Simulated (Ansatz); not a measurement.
Reaction (substitution at a C–B bond): `CCBC[SiH3]` + `BN[SiH3]` → `BN([SiH3])CC` + `BC[SiH3]`

Computed with Ansatz on PBE0-D4/def2-TZVP structures; ΔE is electronic, products minus reactants. CCSD(T)/CBS adds triple-zeta CCSD(T) − MP2 to the extrapolated MP2 energy (def2 sets, frozen cores). Functionals use def2-TZVPP. B3LYP here is the variant with VWN-RPA as its local correlation; programs differ in this. Each species was taken in one conformer, which may not be the lowest.

| level | ΔE (kJ/mol) | difference from CCSD(T)/CBS |
| --- | --- | --- |
| LDA (SPW92) | 67.5 | 0.1 |
| PBE-D4 | 69.3 | 1.9 |
| revPBE-D4 | 65.1 | -2.3 |
| B97M-V | 75.1 | 7.7 |
| r2SCAN0-D4 | 72.5 | 5.1 |
| BHLYP-D4 | 67.7 | 0.3 |
| B2PLYP | 69.5 | 2.1 |
| r2SCAN | 72.5 | 5.1 |
| B3LYP | 72.3 | 4.9 |
| BHLYP | 71.8 | 4.4 |
| CCSD(T)/CBS | 67.4 | 0 |

Largest T1 diagnostic among the species: 0.012.

The D4 term adds −5.4 kJ/mol with B3LYP and −2.7 kJ/mol with PBE0; it sums over pairs of atoms, weighted by their polarisabilities, and B3LYP, whose exchange is more repulsive, gets the larger term. In def2-TZVPP, CCSD(T) changes the Hartree–Fock value by −5.3 kJ/mol (the triples alone add −1.7 kJ/mol) and MP2 by −4.4 kJ/mol.

CCSD(T)/CBS has its own doubt, a few kJ/mol and more with outer-core shells, so smaller differences from it don't rank the levels.
